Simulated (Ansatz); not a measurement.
One change: `C=C[SiH2][AsH2]` becomes `C=C[SiH2]CN`.

Ansatz, PBE0-D4/def2-TZVP geometries, multiplicity 1. Each molecule was computed in one conformer, which needn't be the lowest.

Scalar relativity is left out up to krypton.

```csv
property,`C=C[SiH2][AsH2]`
size of the dipole moment (ωB97M-V/def2-TZVPP) / D,1.19
LUMO energy (PBE/def2-TZVPP) / eV,-1.63
size of the dipole moment (B3LYP/def2-TZVPP) / D,1.09
HOMO energy (PBE0/def2-TZVPP) / eV,-7.18
HOMO–LUMO gap (B3LYP/def2-TZVPP) / eV,6.11
HOMO–LUMO gap (PBE/def2-TZVPP) / eV,4.54
```

Question: What does the change do to each property? (Estimate.)

Answer: Computed: 
| property | `C=C[SiH2]CN` | shift |
| --- | --- | --- |
| size of the dipole moment (ωB97M-V/def2-TZVPP) / D | 1.10 | -0.09 |
| LUMO energy (PBE/def2-TZVPP) / eV | -1.51 | 0.12 |
| size of the dipole moment (B3LYP/def2-TZVPP) / D | 1.03 | -0.06 |
| HOMO energy (PBE0/def2-TZVPP) / eV | -6.49 | 0.69 |
| HOMO–LUMO gap (B3LYP/def2-TZVPP) / eV | 5.53 | -0.58 |
| HOMO–LUMO gap (PBE/def2-TZVPP) / eV | 3.64 | -0.90 |

With PBE0 the HOMO rises by 0.69 eV and the LUMO rises by 0.15 eV, so the gap narrows by about 0.54 eV. PBE moves the HOMO by 1.02 eV and ωB97M-V by 0.42 eV. Dipoles are sizes alone; their direction can turn.

B3LYP here is the variant with VWN-RPA as its local correlation; programs differ in this.
